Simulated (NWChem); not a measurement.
Program: NWChem. System: triflic acid (CHF3O3S), charge 0, spin multiplicity 1, at a geometry optimised with PBE0/def2-SVP. Level: B3LYP/def2-SVP, VWN1-RPA local correlation.

Part of the output:

```
             Northwest Computational Chemistry Package (NWChem) 7.3.0
             --------------------------------------------------------

                                NWChem Input Module
                                -------------------

 Scaling coordinates for geometry "geometry" by  1.889725989
 (inverse scale =  0.529177249)

                             Geometry "geometry" -> ""
                             -------------------------

 Output coordinates in angstroms (scale by  1.889725989 to convert to a.u.)

  No.       Tag          Charge          X              Y              Z
 ---- ---------------- ---------- -------------- -------------- --------------
    1 O                    8.0000     1.46537600    -0.46902400    -1.06406400
    2 S                   16.0000     0.79346200     0.30156100     0.17922900
    3 O                    8.0000     1.23866500    -0.31545200     1.40753500
    4 O                    8.0000     0.86793300     1.70892200    -0.09743200
    5 C                    6.0000    -0.96773500    -0.22397500    -0.07930000
    6 F                    9.0000    -1.70017200     0.25251800     0.90578600
    7 F                    9.0000    -1.41218900     0.23397400    -1.22955900
    8 F                    9.0000    -1.02507000    -1.54628000    -0.07636600
    9 H                    1.0000     1.77210700    -1.33859500    -0.75891700

 Effective nuclear repulsion energy (a.u.)     568.5665938532

            Nuclear Dipole moment (a.u.)
            ----------------------------
        X                 Y               Z
 ---------------- ---------------- ----------------
     0.0000037795     0.0000132281     0.0000151178


 Summary of "ao basis" -> "" (spherical)
 ------------------------------------------------------------------------------
       Tag                 Description            Shells   Functions and Types
 ---------------- ------------------------------  ------  ---------------------
 *                          def2-svp                  on all atoms

                                 NWChem DFT Module
                                 -----------------

 Summary of "ao basis" -> "ao basis" (spherical)
 ------------------------------------------------------------------------------
       Tag                 Description            Shells   Functions and Types
 ---------------- ------------------------------  ------  ---------------------
 O                          def2-svp                 6       14   3s2p1d
[...]
    31      0.084950  2 S  d  1              68     -0.071112  5 C  py

 Vector   36  Occ=2.000000D+00  E=-3.502005D-01
              MO Center=  6.2D-01,  3.4D-01,  4.2D-01, r^2= 3.0D+00
   Bfn.  Coefficient  Atom+Function         Bfn.  Coefficient  Atom+Function
  ----- ------------  ---------------      ----- ------------  ---------------
    37      0.294999  3 O  py                36      0.259367  3 O  px
    50      0.237591  4 O  px                52     -0.235860  4 O  pz
    64      0.236231  5 C  px                40      0.218077  3 O  py
    39      0.190481  3 O  px                18      0.188786  2 S  s
    53      0.176582  4 O  px                92      0.166497  7 F  px

 Vector   37  Occ=2.000000D+00  E=-3.458599D-01
              MO Center=  8.7D-01,  4.7D-01,  3.6D-01, r^2= 2.8D+00
   Bfn.  Coefficient  Atom+Function         Bfn.  Coefficient  Atom+Function
  ----- ------------  ---------------      ----- ------------  ---------------
    52     -0.352278  4 O  pz                37      0.328910  3 O  py
    55     -0.255211  4 O  pz                40      0.234923  3 O  py
    50     -0.220794  4 O  px                36     -0.210922  3 O  px
     6      0.181630  1 O  pz                64     -0.161418  5 C  px
    53     -0.160286  4 O  px                39     -0.157197  3 O  px

 Vector   38  Occ=0.000000D+00  E= 4.771542D-03
              MO Center=  1.3D+00, -8.2D-01, -4.7D-01, r^2= 3.3D+00
   Bfn.  Coefficient  Atom+Function         Bfn.  Coefficient  Atom+Function
  ----- ------------  ---------------      ----- ------------  ---------------
   118      0.977435  9 H  s                  3     -0.813474  1 O  s
    18      0.490157  2 S  s                 27     -0.335136  2 S  pz
    17      0.287101  2 S  s                  9     -0.258203  1 O  pz
     2     -0.242325  1 O  s                  6     -0.221888  1 O  pz
    49     -0.213173  4 O  s                 54      0.197825  4 O  py

 Vector   39  Occ=0.000000D+00  E= 2.849053D-02
              MO Center=  2.8D-01,  2.5D-01,  3.0D-01, r^2= 2.5D+00
   Bfn.  Coefficient  Atom+Function         Bfn.  Coefficient  Atom+Function
  ----- ------------  ---------------      ----- ------------  ---------------
    18      0.871720  2 S  s                 25     -0.468460  2 S  px
    63     -0.447854  5 C  s                 27      0.443345  2 S  pz
    67     -0.427336  5 C  px                26      0.346980  2 S  py
    49     -0.344738  4 O  s                 64     -0.341522  5 C  px
   118      0.308618  9 H  s                 35     -0.272178  3 O  s

 Vector   40  Occ=0.000000D+00  E= 5.189040D-02
              MO Center=  4.9D-01, -2.8D-01, -8.8D-02, r^2= 3.0D+00
   Bfn.  Coefficient  Atom+Function         Bfn.  Coefficient  Atom+Function
  ----- ------------  ---------------      ----- ------------  ---------------
    63     -0.881736  5 C  s                 18      0.804829  2 S  s
    26     -0.672900  2 S  py               118     -0.618723  9 H  s
    25     -0.537318  2 S  px                17      0.384044  2 S  s
    67     -0.374332  5 C  px                64     -0.328590  5 C  px
    68     -0.317874  5 C  py                 7      0.274984  1 O  px

 center of mass
 --------------
 x =  -0.07471950 y =   0.00323752 z =   0.00437573

 moments of inertia (a.u.)
 ------------------
         717.304219250759        -107.243202496661         -39.059977001164
        -107.243202496661        1121.506326988164          -8.232029282277
         -39.059977001164          -8.232029282277        1152.791844741202

     Multipole analysis of the density
     ---------------------------------

     L   x y z        total         alpha         beta         nuclear
     -   - - -        -----         -----         ----         -------
     0   0 0 0     -0.000000    -37.000000    -37.000000     74.000000

     1   1 0 0     -0.012579     -0.006291     -0.006291      0.000004
     1   0 1 0     -0.988594     -0.494303     -0.494303      0.000013
     1   0 0 1     -0.386293     -0.193154     -0.193154      0.000015

     2   2 0 0    -35.246496   -209.983670   -209.983670    384.720845
     2   1 1 0     -3.051239    -25.498344    -25.498344     47.945449
     2   1 0 1     -1.463916     -9.052610     -9.052610     16.641305
     2   0 2 0    -37.151997   -111.517469   -111.517469    185.882940
     2   0 1 1      1.764771     -2.024142     -2.024142      5.813055
     2   0 0 2    -39.431127   -103.909748   -103.909748    168.388369

 Task  times  cpu:       12.7s     wall:       12.7s

 Total times  cpu:       12.7s     wall:       12.7s
```

Question: Write an NWChem input that would produce this output.

Answer: One answer among several that fit: 
```
start mol
memory heap 200 mb stack 900 mb global 1100 mb
geometry units angstroms nocenter noautoz noautosym
  O      1.465376    -0.469024    -1.064064
  S      0.793462     0.301561     0.179229
  O      1.238665    -0.315452     1.407535
  O      0.867933     1.708922    -0.097432
  C     -0.967735    -0.223975    -0.079300
  F     -1.700172     0.252518     0.905786
  F     -1.412189     0.233974    -1.229559
  F     -1.025070    -1.546280    -0.076366
  H      1.772107    -1.338595    -0.758917
end
basis spherical
  * library def2-svp
end
dft
  xc b3lyp
  semidirect memsize 60000000 filesize 0
  iterations 100
end
task dft energy
```
